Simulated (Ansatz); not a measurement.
Geometry optimisation, RKS PBE/def2-SVPD in Ansatz.

Input:

```yaml
crystal:
  periodic: [false, false, false]
  atoms:
    - { symbol: Si, position_ang: [0.117317, 0.0, 0.167051] }
    - { symbol: H, position_ang: [0.369134, 0.0, 1.597014] }
    - { symbol: F, position_ang: [1.697844, 0.0, -0.117602] }
    - { symbol: Cl, position_ang: [-0.786098, 1.678725, -0.606481] }
    - { symbol: Cl, position_ang: [-0.786098, -1.678725, -0.606481] }
basis:
  gaussian: { orbitals: def2-SVPD }
hamiltonian:
  xc: pbe
relax:
  f_tol: 0.03
  max_steps: 50
```

Launched with:

```bash
$ ansatz run input.yaml --threads 4 --pin off --max-ram 5120MiB --backend cpu --events-out ev --progress --plain --runs-dir out
```

Q: Where does it end, and by what steps?

A: The forces met the threshold. After 4 steps the energy has fallen by 0.274 eV; H2 moved furthest, 0.22 Å.

```json
{"step": "0", "energy less start (eV)": "0.0000", "largest force component (eV/Å)": "1.381", "accepted": "yes"}
{"step": "1", "energy less start (eV)": "-0.2519", "largest force component (eV/Å)": "0.261", "accepted": "yes"}
{"step": "2", "energy less start (eV)": "-0.2725", "largest force component (eV/Å)": "0.174", "accepted": "yes"}
{"step": "3", "energy less start (eV)": "-0.2741", "largest force component (eV/Å)": "0.030", "accepted": "yes"}
{"step": "4", "energy less start (eV)": "-0.2742", "largest force component (eV/Å)": "0.013", "accepted": "yes"}
```

```xyz
5
Properties=species:S:1:pos:R:3
Si 0.181 0.000 0.190
H 0.163 0.000 1.674
F 1.737 0.000 -0.322
Cl -0.735 1.690 -0.554
Cl -0.735 -1.690 -0.554
```

Whether the end is a true minimum wasn't checked by a vibrational analysis.

The run took 4.8 s on 4 threads of Arm Neoverse V2 (shared host), peak memory 0.15 GiB.
